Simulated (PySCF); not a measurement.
CH₅NO₂Si₂, SMILES C(O[SiH2][SiH2]O)#N.

Coordinates come from a PBE-D3(BJ)/def2-SVP optimisation. The structure was generated by enumeration, and PubChem lists no compound with its InChIKey, so it may never have been made. The values are those of a single conformer.

Computed with PBE-D3(BJ)/def2-SVP run with PySCF.

Frequencies are harmonic and unscaled.

Computed vibrational spectrum:
```tsv
mode	ν (cm⁻¹)	IR (km/mol)	Raman (Å⁴/amu)	depolarisation	moving atoms (share of kinetic energy)
1	17	2.1	1.7	0.73	N 35 %, O 28 %, Si 22 %, H 12 %
2	47	1.7	0.1	0.72	O 45 %, Si 30 %, H 19 %
3	69	4.6	1.3	0.66	N 36 %, O 28 %, Si 20 %, H 11 %
4	122	1.0	0.4	0.29	O 44 %, Si 29 %, H 12 %, N 11 %
5	183	92.1	2.4	0.75	H 90 %
6	223	10.7	4.0	0.74	O 46 %, Si 31 %, C 8 %
7	346	33.9	0.3	0.51	H 95 %
8	436	7.1	18.4	0.15	Si 84 %, H 13 %
9	488	4.3	2.4	0.75	C 71 %, N 17 %, O 11 %
10	509	11.1	2.5	0.70	C 69 %, Si 14 %, N 12 %
11	578	3.7	8.1	0.75	H 74 %, Si 24 %
12	650	61.0	14.9	0.46	O 45 %, Si 25 %, H 17 %
13	683	36.5	7.3	0.63	H 82 %, O 11 %
14	689	21.5	28.7	0.75	H 90 %
15	729	390.8	2.5	0.75	H 89 %
16	801	74.4	2.9	0.19	H 52 %, O 33 %, Si 15 %
17	819	68.2	17.2	0.65	H 59 %, O 26 %, Si 15 %
18	888	178.6	2.6	0.75	H 84 %, Si 11 %
19	914	1.3	29.5	0.73	H 92 %
20	941	70.1	4.0	0.55	H 78 %, Si 16 %
21	1170	156.4	4.1	0.09	O 63 %, N 31 %
22	2147	66.3	174.5	0.11	H 97 %
23	2157	70.3	109.7	0.65	H 96 %
24	2177	91.6	211.0	0.11	H 97 %
25	2206	85.3	140.6	0.38	H 96 %
26	2305	215.8	53.0	0.19	C 66 %, N 31 %
27	3753	95.5	183.8	0.30	H 94 %
```
